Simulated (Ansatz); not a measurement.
Total energies of the cluster Si₃Te₆ from Ansatz at PBE-D4/def2-SVP, gas phase (1 Eh = 27.2114 eV = 2625.5 kJ/mol). The reference geometry is relaxed at PBE-D4/def2-SVP.

```xyz
9

Si    1.3679   -1.3627   -1.2062
Si    0.5649    2.5799    0.5285
Si   -1.6325    0.1175    0.3731
Te   -1.0455   -1.9830   -0.9081
Te    2.6936   -2.7200   -2.5605
Te    2.3718    0.5876    0.0327
Te   -2.8843    0.1610    2.5201
Te    0.0633    0.4343    2.2468
Te   -1.4992    2.1856   -1.0265
```

```csv
state,geometry,energy (Eh)
charge 0 singlet,reference,-2476.13210
charge 1 doublet,reference,-2475.87247
charge -1 doublet,reference,-2476.20623
free Si atom (triplet),–,-289.12416
free Te atom (triplet),–,-267.96343
```

In the def2 sets Te takes a core potential; there is no spin–orbit coupling.

Question: Work out the vertical ionisation energy to the doublet.

Answer: E(charge 1 doublet) − E(charge 0 singlet) = -2475.87247 − (-2476.13210) = 0.25963 Eh = 7.06 eV. For comparison, −ε of the highest occupied level is 5.25 eV at this level, 1.81 eV less.

Question: Work out the vertical electron affinity, to the doublet.

Answer: E(charge 0 singlet) − E(charge -1 doublet) = -2476.13210 − (-2476.20623) = 0.07413 Eh = 2.02 eV. The basis lacks diffuse functions, which makes affinities too small.

Question: Give the fundamental gap IE − EA, the Mulliken electronegativity (IE + EA)/2 and the hardness (IE − EA)/2.

Answer: From the values in Eh: IE − EA = 0.25963 − 0.07413 = 0.18550 Eh = 5.05 eV; (IE + EA)/2 = 4.54 eV; (IE − EA)/2 = 2.52 eV. The HOMO–LUMO gap of the same run is 1.45 eV, 3.60 eV smaller than the fundamental gap.

Question: What is the binding energy per atom against free atoms?

Answer: Atoms: 3 × (-289.12416) + 6 × (-267.96343) = -2475.15306 Eh. Binding: -2475.15306 − (-2476.13210) = 0.97904 Eh = 26.64 eV, or 2.96 eV for each of 9 atoms (no zero-point energy, no counterpoise term).

The restricted singlet is unstable towards broken spin symmetry in Hartree–Fock (as tested in another run); at PBE-D4/def2-SVP this wasn't settled.  

The structure comes from a short search, and lower isomers may exist.
